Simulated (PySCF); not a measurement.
Two-component Hartree-Fock for P⁷⁺ (phosphorus, charge +7)

Start: [He] 2s2 2p4; 2p1/2 filled at m_j = -1/2, +1/2; 2p3/2 filled at m_j = +1/2, +3/2. Calculated with PySCF 2.14 in an uncontracted even-tempered set (18 s from 0.78 bohr⁻², ratio 2.4; 11 p from 1 bohr⁻², ratio 2.4; 5 d from 6 bohr⁻², ratio 2.6; 5 f from 9 bohr⁻², ratio 2.6): generalised Hartree-Fock with the X2C-1e Hamiltonian and a Gaussian nucleus; one run each with spin-orbit coupling (SO) switched off, then screened by Boettger's factors.

```
spinor shell  electrons  ε, spin-free (eV)  ε, screened SO (eV)  weight of nominal j (screened SO)  rms radius, screened SO (bohr)
       1s1/2          2            -2379.5              -2379.4                              1.000                           0.119
       2s1/2          2            -362.99              -362.96                              1.000                           0.530
       2p3/2          2            -318.05              -321.11                              0.823                           0.486
       2p1/2          2            -318.05              -315.11                              0.690                           0.489
```

```tsv
quantity	spin-free	screened SO
E (hartree)	-317.49545	-317.50971
M_J	2	2
⟨J²⟩	6.001	6.001
⟨L²⟩	2.000	2.022
⟨S²⟩	2.001	1.990
```

Each row is a mean over spinors that exchange with the open shell spreads, by up to 21.131 eV (2s1/2).

Rows whose weight is well below 1 are mixtures of j = l ± 1/2: exchange outweighs spin-orbit coupling there, and the label is only the starting occupation.

Without spin-orbit coupling the j labels of p, d and f shells carry no meaning; the spin-free column gives the mean over the occupied spinors of each nl shell.
